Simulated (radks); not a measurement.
The potassium ion K0.75+, 18.25 electrons, occupied as [He] 2s2 2p(up 3, down 2.25) 3s2 3p6 4s1 (fractional occupations, a model configuration).

Method: scalar-relativistic Kohn-Sham, PBEsol, spin-polarised, spherical densities, finite nucleus; open shells are filled with parallel spins first; Fermi nuclear charge, rms radius 3.4349 fm; computed with a radial shooting solver on a logarithmic mesh with Libxc functionals.

Energy parts (hartree):
part                       energy
total                  -593.16171
kinetic                 596.69487
electron-nucleus      -1400.53102
Hartree                 242.04196
exchange-correlation    -31.36751

Orbitals (lengths in bohr, moments of r in powers of bohr; r(max) is where P^2 peaks):
| orbital | occ. | eigenvalue (hartree) | <r^4> | r(max) |
|---|---|---|---|---|
| 1s up | 1 | -130.9477 | 0.0002017 | 0.05307 |
| 1s down | 1 | -130.8751 | 0.0002013 | 0.05306 |
| 2s up | 1 | -14.14536 | 0.05300 | 0.3156 |
| 2s down | 1 | -14.02305 | 0.05358 | 0.3160 |
| 2p up | 3 | -11.55308 | 0.04394 | 0.2592 |
| 2p down | 2.25 | -11.41244 | 0.04470 | 0.2597 |
| 3s up | 1 | -1.74714 | 4.630 | 1.037 |
| 3s down | 1 | -1.73305 | 4.644 | 1.040 |
| 3p up | 3 | -1.11406 | 7.586 | 1.089 |
| 3p down | 3 | -1.09949 | 7.532 | 1.094 |
| 4s up | 1 | -0.26929 | 430.8 | 3.382 |

The highest occupied level is 4s up at -7.328 eV. The density falls to 0.001 e/bohr^3 at r = 4.41 bohr. Summed over all electrons, <r^2> = 33.62 bohr^2, which gives a Langevin (diamagnetic) susceptibility term of -26.6 x 10^-6 cm^3/mol. Spin moment in Bohr magnetons: 1.75.
